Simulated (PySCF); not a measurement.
Cl3Ti (SMILES [Cl][Ti+]([Cl])[Cl]), charge +1, singlet, at a GFN2-xTB geometry (such geometries of metal compounds can be far from the true shape) (the multiplicity is a formal guess); PySCF with DF-CAMB3LYP/cc-pVDZ.

Here is a job for PySCF.
```python
from pyscf import gto, scf, dft

mol = gto.M(
    atom='''
Ti    0.109145    0.562958    0.360363
Cl    1.801908   -0.380749   -0.500030
Cl   -0.787076   -1.073990    1.367088
Cl   -1.156078    0.726205   -1.333409
''',
    basis='cc-pvdz',
    charge=1,
    spin=0,
    verbose=4,
)

mf = dft.RKS(mol)
mf.xc = 'camb3lyp'
mf.conv_tol = 1e-6
mf = mf.density_fit(auxbasis='def2-universal-jkfit')
mf.kernel()
```

The log (banner, timings and long lists left out):

```
PySCF version 2.14.0

[INPUT] verbose = 4
[INPUT] num. atoms = 4
[INPUT] num. electrons = 72
[INPUT] charge = 1
[INPUT] spin (= nelec alpha-beta = 2S) = 0
[INPUT] symmetry False subgroup None
[INPUT] Mole.unit = angstrom
[INPUT] Symbol           X                Y                Z      unit          X                Y                Z       unit  Magmom
[INPUT]  1 Ti     0.109145000000   0.562958000000   0.360363000000 AA    0.206254157866   1.063836439633   0.680987375427 Bohr   0.0
[INPUT]  2 Cl     1.801908000000  -0.380749000000  -0.500030000000 AA    3.405112621663  -0.719511332202  -0.944919754066 Bohr   0.0
[INPUT]  3 Cl    -0.787076000000  -1.073990000000   1.367088000000 AA   -1.487358079218  -2.029546960522   2.583421908179 Bohr   0.0
[INPUT]  4 Cl    -1.156078000000   0.726205000000  -1.333409000000 AA   -2.184670798635   1.372328560290  -2.519777822030 Bohr   0.0

nuclear repulsion = 420.463446869751
number of shells = 22
number of NR pGTOs = 245
number of NR cGTOs = 97
basis = cc-pvdz
ecp = {}

******** <class 'pyscf.df.df_jk.DFRKS'> ********
method = DFRKS
initial guess = minao
damping factor = 0
level_shift factor = 0
DIIS = <class 'pyscf.scf.diis.CDIIS'>
diis_start_cycle = 1
diis_space = 8
diis_damp = 0
SCF conv_tol = 1e-06
SCF conv_tol_grad = None
SCF max_cycles = 50
direct_scf = False
XC library pyscf.dft.libxc version 7.1.2
    S. Lehtola, C. Steigemann, M. J. T. Oliveira, and M. A. L. Marques,  SoftwareX 7, 1–5 (2018)
XC functionals = camb3lyp
    T. Yanai, D. P. Tew, and N. C. Handy,  Chem. Phys. Lett. 393, 51 (2004)
radial grids:
    Treutler-Ahlrichs [JCP 102, 346 (1995); DOI:10.1063/1.469408] (M4) radial grids

becke partition: Becke, JCP 88, 2547 (1988); DOI:10.1063/1.454033
pruning grids: <function nwchem_prune>
grids dens level: 3
symmetrized grids: False
atomic radii adjust function: <function treutler_atomic_radii_adjust>
small_rho_cutoff = 0
Set gradient conv threshold to 0.001
Initial guess from minao.
tot grids = 77544
******** <class 'pyscf.df.df.DF'> ********
auxbasis = def2-universal-jkfit
Create RSH-DF object <pyscf.df.df.DF object> for omega=0.33
******** <class 'pyscf.df.df.DF'> ********
auxbasis = auxmol.basis = def2-universal-jkfit
init E= -2230.50608345765
  HOMO = -0.414038739375042  LUMO = -0.127953502406203  gap/eV = 7.78478
cycle= 1 E= -2229.60155376373  delta_E= 0.905  |g|= 0.979  |ddm|= 4.04
  HOMO = -0.60266489900488  LUMO = -0.561822118071326  gap/eV = 1.11139
cycle= 2 E= -2212.8777173159  delta_E= 16.7  |g|= 8.34  |ddm|= 6.51
  HOMO = -0.56604106037177  LUMO = -0.492392519747555  gap/eV = 2.00408
cycle= 3 E= -2229.01925080656  delta_E= -16.1  |g|= 2.32  |ddm|= 4.41
  HOMO = -0.580247450842714  LUMO = -0.440689141350705  gap/eV = 3.79758
cycle= 4 E= -2229.53545598552  delta_E= -0.516  |g|= 1.56  |ddm|= 0.719
  HOMO = -0.583542146381291  LUMO = -0.346170472119937  gap/eV = 6.45921
cycle= 5 E= -2230.00651635308  delta_E= -0.471  |g|= 0.138  |ddm|= 0.979
  HOMO = -0.584072228758589  LUMO = -0.333499532495046  gap/eV = 6.81843
cycle= 6 E= -2230.01135272321  delta_E= -0.00484  |g|= 0.0158  |ddm|= 0.283
  HOMO = -0.584423901501944  LUMO = -0.330047575665043  gap/eV = 6.92193
cycle= 7 E= -2230.01143402427  delta_E= -8.13e-05  |g|= 0.00257  |ddm|= 0.0233
  HOMO = -0.584116194943959  LUMO = -0.329394812247678  gap/eV = 6.93132
cycle= 8 E= -2230.01143901215  delta_E= -4.99e-06  |g|= 0.00208  |ddm|= 0.00787
  HOMO = -0.584225149381168  LUMO = -0.329543635445374  gap/eV = 6.93024
cycle= 9 E= -2230.01144127043  delta_E= -2.26e-06  |g|= 0.000777  |ddm|= 0.00471
  HOMO = -0.584255034862369  LUMO = -0.329549354939604  gap/eV = 6.93089
cycle= 10 E= -2230.0114415891  delta_E= -3.19e-07  |g|= 0.000394  |ddm|= 0.00165
  HOMO = -0.58423769318323  LUMO = -0.329676024638097  gap/eV = 6.92698
Extra cycle  E= -2230.01144132472  delta_E= 2.64e-07  |g|= 0.00112  |ddm|= 0.00154
converged SCF energy = -2230.01144132472
```
